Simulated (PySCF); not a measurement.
Computed with PySCF with PBE-D3(BJ)/def2-TZVP // r2SCAN-D4/def2-SVP. Isolated molecules, 0 K electronic values unless said otherwise. One relaxed conformer stands for a flexible species; it need not be the lowest. 

Reference species: [Nb(F)4(NH2)] (neutral, multiplicity 1).

```json
{
  "charge on the central atom (Mulliken)": "1.74 e",
  "HOMO": "-7.48 eV",
  "LUMO": "-3.92 eV",
  "mean_distance_from_the_central_atom_to_its_bonded_neighbours": "1.884 Å"
}
```

Changed species: [Nb(F)5] (0 of 5 F replaced by NH2; the reference has 1 of 5 F replaced by NH2).

Give the shifts of the charge on the central atom (Mulliken), HOMO, LUMO and mean distance from the central atom to its bonded neighbours.

the charge on the central atom (Mulliken) increases by 0.06 e, to 1.80 e; the HOMO falls by 2.73 eV, to -10.21 eV; the LUMO falls by 0.28 eV, to -4.20 eV; the mean distance from the central atom to its bonded neighbours drops by 0.031 Å, to 1.853 Å.
